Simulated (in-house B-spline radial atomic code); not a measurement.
Successive ionisation energies of gold; each step leads to the configuration of the next row (after the last: [Kr] 4d10 4f5/2(6) 4f7/2(6) 5s1). Dirac energy differences include first-order Breit, QED and recoil terms. NIST's values go from ground level to ground level; the uncertainty of those that are theory runs from under 0.1 % in few-electron ions to several per cent in heavy many-electron ones. Computed with an all-electron radial atomic-structure program (B-spline basis): Dirac-Hartree-Fock, jj configuration that fills j = l - 1/2 first, finite nuclei.

A number in brackets counts the electrons of a j subshell.

```
  ion                         configuration  ionisation energy (eV)  tabulated value (eV)    tabulated kind  computed minus tabulated (eV)  highest orbital  largest mean radius (bohr)
   Au                    [Xe] 4f14 5d10 6s1                     7.7              9.225554          measured                           -1.6            6s1/2                      3.0609
  Au+                        [Xe] 4f14 5d10                    18.5                20.203          measured                           -1.7            5d5/2                      1.5813
 Au2+           [Xe] 4f14 5d3/2(4) 5d5/2(5)                    31.3                    30  tabulated theory                            1.3            5d5/2                      1.5051
 Au3+           [Xe] 4f14 5d3/2(4) 5d5/2(4)                    45.2                    45  tabulated theory                            0.2            5d5/2                       1.445
 Au4+           [Xe] 4f14 5d3/2(4) 5d5/2(3)                       ?                     ?  tabulated theory                              ?                ?                           ?
 Au5+           [Xe] 4f14 5d3/2(4) 5d5/2(2)                    75.5                    74  tabulated theory                            1.5            5d5/2                      1.3524
 Au6+           [Xe] 4f14 5d3/2(4) 5d5/2(1)                    91.8                    94  tabulated theory                           -2.2            5d5/2                      1.3149
 Au7+                    [Xe] 4f14 5d3/2(4)                   112.0                   112  tabulated theory                            0.0            5d3/2                      1.2507
 Au8+                    [Xe] 4f14 5d3/2(3)                   129.8                 130.1  tabulated theory                           -0.3            5d3/2                      1.2218
 Au9+                    [Xe] 4f14 5d3/2(2)                   148.3                   149  tabulated theory                           -0.7            5d3/2                      1.1957
Au10+                    [Xe] 4f14 5d3/2(1)                   167.3                 168.2    semi-empirical                           -0.9            5d3/2                      1.1716
Au11+                             [Xe] 4f14                   246.0                   248    semi-empirical                           -2.0            5p3/2                      1.0089
Au12+  [Kr] 4d10 4f14 5s2 5p1/2(2) 5p3/2(3)                   268.3                   275  tabulated theory                           -6.7            5p3/2                     0.99588
Au13+  [Kr] 4d10 4f14 5s2 5p1/2(2) 5p3/2(2)                   291.0                   299  tabulated theory                           -8.0            5p3/2                     0.98385
Au14+  [Kr] 4d10 4f14 5s2 5p1/2(2) 5p3/2(1)                   314.1                   324  tabulated theory                           -9.9            5p3/2                     0.97234
Au15+           [Kr] 4d10 4f14 5s2 5p1/2(2)                       ?                     ?  tabulated theory                              ?                ?                           ?
Au16+           [Kr] 4d10 4f14 5s2 5p1/2(1)                   384.5                   392  tabulated theory                           -7.5            5p1/2                     0.89433
Au17+                    [Kr] 4d10 4f14 5s2                   459.2                   433  tabulated theory                           26.2            5s1/2                     0.85006
Au18+       [Kr] 4d10 4f5/2(6) 4f7/2(7) 5s2                       ?                     ?  tabulated theory                              ?                ?                           ?
Au19+       [Kr] 4d10 4f5/2(6) 4f7/2(6) 5s2                   510.3                   520  tabulated theory                           -9.7            5s1/2                      0.8244
```

Q: Fill in the row of Au4+.

A: ionisation energy (eV): 59.9; tabulated value (eV): 60; computed minus tabulated (eV): -0.1; highest orbital: 5d5/2; largest mean radius (bohr): 1.3951.

Q: Fill in the row of Au15+.

A: ionisation energy (eV): 358.3; tabulated value (eV): 365; computed minus tabulated (eV): -6.7; highest orbital: 5p1/2; largest mean radius (bohr): 0.90482.

Q: Fill in the row of Au18+.

A: ionisation energy (eV): 501.7; tabulated value (eV): 487; computed minus tabulated (eV): 14.7; highest orbital: 5s1/2; largest mean radius (bohr): 0.83698.

Q: Where is the largest jump?

A: From Au to Au+, by a factor of 2.42 (7.655 to 18.547 eV); the highest orbital goes from 6s1/2 to 5d5/2.

Q: How far is this level of theory from the measured and semi-empirical values?

A: Over those 4 rows the differences run from -2.05 to -0.921 eV (mean absolute value 1.5 eV). The calculation leaves out correlation and, in open shells, the multiplet splittings that an average leaves out.
